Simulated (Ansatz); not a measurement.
Mulliken charges of AlF$_{3}$H$_{3}$P (`F[P+](F)(F)[AlH3-]`) from r2SCAN/def2-TZVPP in Ansatz (PBE0-D4/def2-TZVP geometry).

```tsv
atom	x (Å)	y (Å)	z (Å)	charge (e)
F1	1.456	-0.585	1.569	-0.199
P2	0.641	-0.752	0.263	0.799
F3	0.049	-2.163	0.499	-0.199
F4	1.786	-1.107	-0.719	-0.199
Al5	-0.932	1.092	-0.382	0.347
H6	-1.787	0.979	0.958	-0.183
H7	0.222	2.186	-0.488	-0.183
H8	-1.435	0.351	-1.700	-0.183
```

Problem. By hand: the dipole of these point charges (1 e Å = 4.8032 D).

Solution. Σ q r = (0.083, -0.098, 0.034) e Å, of length 0.133 e Å = 0.64 D.

Problem. How does the dipole of the full density compare? (Best estimate.)

Solution. The calculation gave: (0.201, -0.236, 0.082) e Å, 1.54 D; the point charges give 0.42 times that, at 0° from its direction.

Point charges leave out the atoms' own dipoles, such as those of lone pairs, and Mulliken's split depends on the basis, so the two needn't agree.
